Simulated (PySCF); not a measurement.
Se (selenium, neutral) across methods

[Ar] 3d10 4s1 4p5, high-spin 3P determinant (an excited configuration). All numbers are calculated (PySCF 2.14, the non-relativistic Hamiltonian (point nucleus), in def2-QZVPPD (12s8p5d4f1g, 98 functions)).

```
   method  E (hartree)  mean ε 4s α (eV)  mean ε 4p α (eV)  mean ε 4p β (eV)  Σ⟨r²⟩ (bohr²)   ⟨S²⟩
      LDA    -2397.746           -18.411            -7.885            -6.449          42.27  2.005
     PBE0    -2400.873           -20.658            -9.205            -7.146          42.31  2.009
      UHF  -2399.46392           -27.167           -12.825            -8.464          43.50  2.044
    HSE06    -2400.857           -20.202            -8.766            -6.780          42.33  2.008
    M06-L    -2401.079           -19.029            -8.088            -6.055          41.94  2.012
CAM-B3LYP    -2401.277           -22.295           -10.457            -8.441          42.45  2.008
      PBE    -2400.806           -18.296            -7.813            -6.308          42.37  2.006
   r2SCAN    -2401.150           -19.307            -8.304            -6.393          42.16  2.014
```

Task: Estimate the same row for BLYP.

Result: E (hartree) = -2401.210; mean ε 4s α (eV) = -18.097; mean ε 4p α (eV) = -7.564; mean ε 4p β (eV) = -6.228; Σ⟨r²⟩ (bohr²) = 42.59; ⟨S²⟩ = 2.005.
